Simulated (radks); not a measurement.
The numbers below are computed, except where a source is named.
How relativity changes the ionisation of the calcium ion Ca16+ ([He] 2s2) to Ca17+ ([He] 2s1). Spin-unpolarised spherical Kohn-Sham, PBEsol, point nucleus unless stated (finite: rms radius 3.4776 fm), a radial shooting solver on a logarithmic mesh with Libxc functionals. A level marked "c x" has the speed of light scaled by that factor.

| level | E(Ca16+) (hartree) | E(Ca17+) (hartree) | IE (eV) | HOMO | <r> HOMO (bohr) |
|---|---|---|---|---|---|
| non-rel. | -468.71979 | -429.00192 | 1080.8 | 2s | 0.3247 |
| scalar-rel. | -471.28860 | -431.32383 | 1087.5 | 2s | 0.3226 |
| scalar-rel., finite nucleus | -471.28745 | -431.32274 | 1087.5 | 2s | 0.3226 |
| Dirac | -471.28859 | -431.32382 | 1087.5 | 2s1/2 | 0.3224 |
| Dirac, finite nucleus | -471.28745 | -431.32273 | 1087.5 | 2s1/2 | 0.3224 |
| Dirac, c x 2 | -469.35684 | -429.57774 | 1082.4 | 2s1/2 | 0.3241 |
| Dirac, c x 3 | -469.00251 | -429.25746 | 1081.5 | 2s1/2 | 0.3244 |
| Dirac, c x 100 | -468.72005 | -429.00215 | 1080.8 | 2s1/2 | 0.3247 |

NIST Atomic Spectra Database: 1086.8 eV (semi-empirical). The relativistic part of the total energy of Ca16+ is -2.568 hartree (Dirac, finite nucleus), 0.55 % of the non-relativistic value. Spin polarisation and multiplet splitting of open shells are left out at every level.

Beside tabulated values, note that spin-unpolarised runs miss the spin-polarisation part of the exchange energy of open shells.
